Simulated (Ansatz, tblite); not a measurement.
Cost and result up the ladder for [MoO3(OH)]- (MoO₄H⁻) (6 atoms). Total charge -1; singlet. Geometry: PBE0-D4/def2-SVPD.

```xyz
6

Mo    0.115    0.423    0.161
O    -0.910    1.804    0.179
O     0.609    0.007    1.757
O     1.509    0.707   -0.810
O    -0.896   -1.054   -0.599
H    -0.427   -1.887   -0.688
```

Ansatz on 4 threads of Arm Neoverse V2 on a shared host; xTB runs through tblite on one thread. Times are rough, summed over both states, and most runs start from the orbitals of an earlier one. PBE0-D4/def2-TZVPD serves as the yardstick here, not as an exact answer. Differences are given only for rows in sets of like size (and for xTB, whose basis is part of the method), since another set adds its own error. The other state is a doublet.

In the def2 sets Mo takes a core potential; there is no spin–orbit coupling. The xTB rows come from tblite. Correlated methods freeze 4 core orbitals; core or outer-core shells of Mo are correlated, in sets that lack core-valence functions. The rows differ in basis, and correlated rows in double-zeta sets carry the largest basis error.

Run but left out: HF/def2-SVPD, MP2/def2-SVPD (neutral doublet: ⟨S²⟩ 1.18, where a pure state has 0.75).

Correlated methods converge slowly with the basis, most of all in double-zeta sets.

Raw xTB energies of ions are shifted by several eV.

| level | functions | wall time | vertical IE (eV) | difference from PBE0-D4/def2-TZVPD (eV) | remarks |
| --- | --- | --- | --- | --- | --- |
| GFN1-xTB | 27 | 0.006 s | 10.55 | 5.42 | – |
| GFN2-xTB | 26 | 0.006 s | 9.71 | 4.58 | – |
| PBE-D4/def2-TZVPD | 209 | 8.4 s | 4.82 | -0.31 | – |
| PBE0-D4/def2-TZVPD | 209 | 15 s | 5.13 | 0.00 | – |
| CCSD(T)/def2-SVPD | 134 | 3.1 min | 5.24 | – | spin-contaminated (⟨S²⟩ 1.18) (doublet) |
